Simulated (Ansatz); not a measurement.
Consider the ligand exchange at the Si–Cl bond: `CC(=O)O[SiH2]Cl` + H–F → `CC(=O)O[SiH2]F` + HCl.

Program: Ansatz. Geometries: PBE0-D4/def2-TZVP. ΔE: electronic, gas phase. CCSD(T)/CBS is the MP2 limit (def2-TZVPP, def2-QZVPP) plus CCSD(T) − MP2 in def2-TZVPP, frozen cores. This one scheme is used for every species. Functionals use def2-TZVPP. HSE06 is defined as in plane-wave codes. One conformer a species, not always the lowest.

Question: Is it downhill or uphill in electronic energy at CCSD(T)/CBS, and by how much? (An estimate is asked.)

Answer: Computed: Downhill: ΔE = -0.45 eV.

Question: What do these levels give: PBE-D4, revPBE-D4, BLYP-D4, r2SCAN-D4, r2SCANh-D4, HSE06-D4, ωB97M-V, r2SCAN0, BHLYP, LC-ωPBE, HF/def2-SVP, HF/CBS(def2)? (Best estimate.)

Answer: Computed: PBE-D4 -0.38, revPBE-D4 -0.35, BLYP-D4 -0.48, r2SCAN-D4 -0.47, r2SCANh-D4 -0.47, HSE06-D4 -0.38, ωB97M-V -0.47, r2SCAN0 -0.47, BHLYP -0.56, LC-ωPBE -0.47, HF/def2-SVP -0.50, HF/CBS(def2) -0.62 eV.

Question: What do rigid-rotor, harmonic-oscillator terms from PBE0-D4/def2-TZVP frequencies (298.15 K, 1 bar) make of the CCSD(T)/CBS value? (Best estimate.)

Answer: The calculation gave: ΔZPE = -0.04 eV, ΔH = -0.49 eV, ΔS = 1 J/(mol·K), ΔG = -0.49 eV.

Largest T1 diagnostic among the species: 0.014.

The D4 term adds +0.06 eV with B3LYP and +0.03 eV with PBE0; it sums over pairs of atoms, weighted by their polarisabilities, and B3LYP, whose exchange is more repulsive, gets the larger term. Leaving LDA and LC-ωPBE aside and taking each functional with its dispersion term where it has one, the values, not all of them listed here, spread over 0.19 eV, from CAM-B3LYP-D4 to revPBE-D4.

B3LYP here is the variant with VWN-RPA as its local correlation; programs differ in this.
